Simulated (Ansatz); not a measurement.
Z-matrix (Å, degrees):
```
C
H 1 1.0766
H 1 1.0777 2 121.17
S 1 1.7158 2 121.96 3 -179.92
H 4 1.3430 1 98.21 2 -0.11
```
Charge 0, spin multiplicity 2.

Calculation: frozen-core CCSD(T)/cc-pVTZ // B3LYP-D3(BJ)/def2-TZVP (Ansatz, an electronic-structure program).

The HF energy comes out as -437.12883 Ha and the MP2 correlation energy is -0.32833 Ha.

Estimate the CCSD correlation energy, the (T) correction, the total energy and the T1 diagnostic.


- CCSD correlation energy: -0.36258 Ha
- (T) correction: -0.01483 Ha
- CCSD(T) total energy: -437.50624 Ha
- T1 diagnostic: 0.019
